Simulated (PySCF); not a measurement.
## Solvent effects on NMR parameters

Mapped SMILES: `[CH3:1][n:2]1[cH:3][cH:4][c:5]([C@H:6]([SiH3:7])[NH:8][SiH3:9])[cH:10]1`; H(Xn) means a hydrogen on atom n.

GIAO PBE0/pcSseg-1 in PySCF on one PBE0-D3(BJ)/def2-SVP conformer, non-relativistic, equivalent nuclei averaged. Solvents enter as an IEF-PCM continuum (acetonitrile with ε = 35.7, water with ε = 78.4) around the gas-phase geometry.

Gas phase, σ in ppm: C5 50.5, C3 57.4, C10 64.8, C4 74.1, C6 143.1, C1 148.2, N2 93.5, N8 243.1, Si9 404.6, Si7 404.9, H(C3) 24.83, H(C10) 24.92, H(C4) 25.32, H(Si9) 26.56. Dipole moment 3.00 D.

**Question.** How does each σ change in the continuum?

**Answer.** 
```
 atoms                                         environment  Δσ, acetonitrile  Δσ, water
    C5                         substituted aromatic carbon              +1.2       +1.2
    C3                 aromatic CH next to a ring nitrogen              -1.0       -1.0
   C10                 aromatic CH next to a ring nitrogen              -1.5       -1.5
    C4                                         aromatic CH              +2.2       +2.3
    C6      sp3 CH bonded to N and Si, on an aromatic ring              +0.5       +0.5
    C1                           methyl carbon bonded to N              +0.3       +0.3
    N2                          pyrrole-type ring nitrogen              -7.2       -7.4
    N8                         nitrogen bonded to C, Si, H              +1.4       +1.5
   Si9                            silicon bonded to N, 3 H              +0.5       +0.6
   Si7                            silicon bonded to C, 3 H              +0.4       +0.4
 H(C3)  hydrogen on an aromatic CH next to a ring nitrogen             -0.34      -0.35
H(C10)  hydrogen on an aromatic CH next to a ring nitrogen             -0.36      -0.37
 H(C4)                          hydrogen on an aromatic CH             -0.07      -0.08
H(Si9)                   hydrogen on a silicon bonded to N             +0.05      +0.05
```

Changes are relative to the gas phase. The dipole moment becomes 3.73 D in acetonitrile, 3.75 D in water.

**Question.** Which of the listed nuclei move most (in ppm), and what does the model miss?

**Answer.** N2 (pyrrole-type ring nitrogen, -7.4 ppm) in water. A continuum only polarises the solute; specific hydrogen bonds, the anisotropy of aromatic solvents and changes of geometry or conformer are outside it.
